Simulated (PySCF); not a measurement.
PySCF input (M06-2X/6-31G* with LANL2DZ past Ar (5d)):

```python
from pyscf import gto, dft

mol = gto.M(
    atom='''
    I    -0.00000000   -0.00000000   -0.03033808
    H     0.00000000    0.00000000    1.60791815
    ''',
    basis={'default': '6-31g*', 'I': 'lanl2dz'},
    ecp={'I': 'lanl2dz'},
    charge=1,
    spin=1,
    symmetry='C2v',
    verbose=4,
)

mf = dft.UKS(mol, xc='m062x')
mf.grids.level = 4
mf.conv_tol = 1e-9
mf.max_cycle = 100
mf.max_memory = 1500
mf.kernel()
if not mf.converged:
    mf = mf.newton()
    mf.kernel(mf.make_rdm1())
mf.dip_moment()
```

Predict the final energy.

-11.51678 Eh.
